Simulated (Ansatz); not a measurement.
NbOF2, SMILES [O]=[Nb]([F])[F] (connectivity only; charge and spin as stated), neutral, multiplicity 2.

Geometry optimised at r2SCAN-D4/def2-TZVP. A frequency run showed that this geometry is not a minimum. The multiplicity is an assumed one; other spin states were not compared. The def2 effective core potentials stand for the cores of Nb; spin–orbit coupling is left out.

Two levels are set side by side: PBE/def2-SVPD (Ansatz, a quantum-chemistry and plane-wave program) and CAM-B3LYP/def2-SVPD (Ansatz). Energy differences of separate SCF runs at the same geometry; the states with an electron removed or added have multiplicity 1 and 1. Differences are taken from unrounded values.

```csv
quantity,CAM-B3LYP
vertical ionisation energy (eV),9.59
vertical electron affinity (eV),1.58
```

Question: What does PBE give, and how far is it from CAM-B3LYP? (The exact figures need the calculation; the answer reports its results.)

Answer: 
```
quantity                          PBE  PBE minus CAM-B3LYP
-------------------------------  ----  -------------------
vertical ionisation energy (eV)  9.05                -0.54
vertical electron affinity (eV)  1.44                -0.14
```
